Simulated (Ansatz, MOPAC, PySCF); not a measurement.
Pair of molecules: H2O (SMILES O) (first 3 atoms) with ClH3Si (SMILES [SiH3]Cl); geometry from B3LYP-D3(BJ)/def2-TZVP, rigid monomers moved along the line of their centres of mass till O1···Si4 is 3.69 Å.
(charge 0, multiplicity 1):
```json
[
 {"atom": "O", "x (Å)": "0.0965", "y (Å)": "-0.3812", "z (Å)": "0.0761"},
 {"atom": "H", "x (Å)": "0.7854", "y (Å)": "-0.9540", "z (Å)": "-0.2767"},
 {"atom": "H", "x (Å)": "0.5661", "y (Å)": "0.3263", "z (Å)": "0.5339"},
 {"atom": "Si", "x (Å)": "-0.4323", "y (Å)": "-0.9031", "z (Å)": "3.6887"},
 {"atom": "Cl", "x (Å)": "0.9510", "y (Å)": "0.6527", "z (Å)": "3.6085"},
 {"atom": "H", "x (Å)": "-0.6950", "y (Å)": "-1.1465", "z (Å)": "5.1221"},
 {"atom": "H", "x (Å)": "0.1696", "y (Å)": "-2.0991", "z (Å)": "3.0756"},
 {"atom": "H", "x (Å)": "-1.6626", "y (Å)": "-0.4801", "z (Å)": "3.0025"}
]
```

Counterpoise-corrected where a basis set is named; no monomer relaxation. Rows marked so take none.

Rows in 6-31G* carry no dispersion term and start afresh at each structure (6-31G* with six Cartesian d functions). The state that PM6 reach isn't checked.

Codes used: Ansatz (Gaussian basis) for Hartree–Fock, density functionals and correlated methods; MOPAC for PM6 (differences of heats of formation); PySCF for 6-31G* rows, the dispersion terms. 

Q: One of these levels gives -1.87 kcal/mol for the interaction energy. Which?
A. PBE0-D3(BJ)/def2-TZVPPD
B. HF/aug-cc-pV(D+d)Z
C. BP86/6-31G* (no counterpoise)
D. PM6

A: D, PM6. The others give -1.37 (HF/aug-cc-pV(D+d)Z), -3.43 (BP86/6-31G* (no counterpoise)), -2.52 (PBE0-D3(BJ)/def2-TZVPPD)

Ansatz is a first-principles code.
